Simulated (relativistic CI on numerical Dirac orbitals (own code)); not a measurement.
Method of calculation: Dirac-Coulomb-Breit CI, KLI orbitals optimised for each configuration, QED by a radiative potential, unscaled Slater integrals (own radial code, finite nucleus).

The strongest absorption lines from the ground level of an ion, among the configurations computed and to levels below about 892 eV (vacuum wavelength in Å, gf): 27.140 (0.054), 27.331 (0.064), 29.114 (0.019), 30.275 (0.042), 31.069 (1.6), 31.926 (1.7), 31.951 (0.021), 34.741 (0.49).

(1) Which ion is it?
A. Yb⁴⁶⁺
B. Yb⁴⁸⁺
C. Dy⁴²⁺
D. Yb⁴⁴⁺

Answers

(1) A. Yb⁴⁶⁺ has 24 electrons and the ground level 3s2 3p6 3d6 3F_4; the strongest line goes to 3s2 3p5 3d7 3F°_4. The pattern of lines fixes the number of electrons, and along that sequence the line energies rise steadily with the charge (about as its square where n changes within one kind of shell, about linearly where n is kept but much faster in heavy ions where fine structure, which grows about as Z⁴, sets the gap, and irregularly where shells cross), which fixes Z. Configurations outside the model, such as inner-shell arrays, can give stronger lines. At this charge energies of transitions that change n are usually good to better than 1 %, and those within a shell (Δn = 0) to a few per cent.

LS names give the leading component of a level, which can be under half, so a name can repeat, a term be missing and a line seem to break the LS rules.
